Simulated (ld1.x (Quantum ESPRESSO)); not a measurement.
## Before and after: PAW potential for Eu

```json
{"Element": "europium (Eu)", "Generator": "ld1.x (Quantum ESPRESSO) 7.5", "Type": "PAW", "Functional": "PBE", "Relativity": "scalar-relativistic", "Frozen core": "[Kr] 4d10 4f7", "Valence charge": "10", "Reference configuration": "5s2 5p6 5d1 6s1 6p0", "Partial waves": "5s (bound): rcut 2.00, rcutus 2.25 bohr; 6s (bound): rcut 2.00, rcutus 2.25 bohr; 5p (bound): rcut 2.15, rcutus 2.40 bohr; 6p (bound, empty): rcut 2.15, rcutus 2.40 bohr; 5d (bound): rcut 2.65, rcutus 3.30 bohr; 5d channel at 2.15 Ry: rcut 2.65, rcutus 3.30 bohr", "Local potential": "all-electron potential smoothed inside 1.85 bohr (lloc = -2)", "Core correction": "Bessel-smoothed model core inside 1.05 bohr", "Augmentation charge": "BESSEL, radius 1.85 bohr"}
```

Change: core correction Bessel-smoothed model core inside 2.36 bohr.

Cutoffs: the cutoffs (Ry, on a coarse ladder) from which the occupation-weighted sum of valence levels, in a spherical-Bessel basis at the reference potential, stays within 10 and 1 mRy of its value at 400 Ry; they do not see the model core or the augmentation charge, which bear on the density cutoff. Errors are all-electron minus pseudo energies relative to the spin-unpolarised reference configuration.

Problem. What does the change do?

Solution. The potential gets neither clearly harder nor softer (15 Ry and 25 Ry → 15 Ry and 25 Ry); the errors of the 7 common tests hardly move; neither file shows a bound ghost. A wider model core is smoother and lowers the density cutoff, which this test does not measure.

```csv
quantity,base,changed
"cutoff, loose",15 Ry,15 Ry
"cutoff, tight",25 Ry,25 Ry
bound ghosts,none,none
"error for 5s2 5p6 5d0 6s2 6p0, meV [ΔE -2.16 eV]",-8.8,-9.4
"error for 5s2 5p6 5d0 6s1 6p0, meV [ΔE 3.86 eV]",-63,-63
"error for 5s2 5p6 5d0 6s0 6p0, meV [ΔE 15.09 eV]",-202,-205
"error for 5s2 5p6 5d1 6s0 6p0, meV [ΔE 5.44 eV]",-17,-17
"error for 5s2 5p6 5d0 6s0 6p2, meV [ΔE 2.97 eV]",-60,-63
"error for 5s2 5p6 5d0 6s1 6p1, meV [ΔE 0.34 eV]",-31,-31
"error for 5s2 5p6 5d0 6s1.5 6p0, meV [ΔE 0.23 eV]",-28,-28
s: phases at 3.58 bohr within 0.05 rad from the reference energy up to (Ry; the scan ends near 5),2.9,2.9
p: phases at 3.58 bohr within 0.05 rad from the reference energy up to (Ry; the scan ends near 5),3.7,3.7
d: phases at 3.58 bohr within 0.05 rad from the reference energy up to (Ry; the scan ends near 5),4.6,4.6
lowest overlap eigenvalue by channel,"s 0.04, p 0.04, d 0.83","s 0.04, p 0.04, d 0.83"
```
